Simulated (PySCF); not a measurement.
BCl2, SMILES Cl[B-]Cl (connectivity only; charge and spin as stated), charge -1, multiplicity 1. Atoms are numbered in the order given.

```xyz
3

B      0.0000     0.0000     1.0173
Cl     0.0000     1.4915    -0.1496
Cl     0.0000    -1.4915    -0.1496
```
Charge -1, spin multiplicity 1.

The structure is a stationary point at PBE0-D3(BJ)/def2-TZVPD.

These are KT2/pcSseg-2 run with PySCF values and carry that method's errors.

GIAO shieldings, no solvent; atoms alike by connectivity are averaged. δ = σ(ref) − σ: ¹¹B against BF3 (σ = 89.2 ppm); ³⁵Cl against HCl (σ = 945.0 ppm), references at their B3LYP-D3(BJ)/def2-TZVP geometries, non-relativistic (without spin–orbit terms, shifts of atoms bonded to Cl or Br come out too high).

```json
[
 {"nucleus": "¹¹B", "atoms": "B1", "count": "1", "δ (ppm)": "110.9"},
 {"nucleus": "³⁵Cl", "atoms": "Cl2, Cl3", "count": "2", "δ (ppm)": "502.5"}
]
```
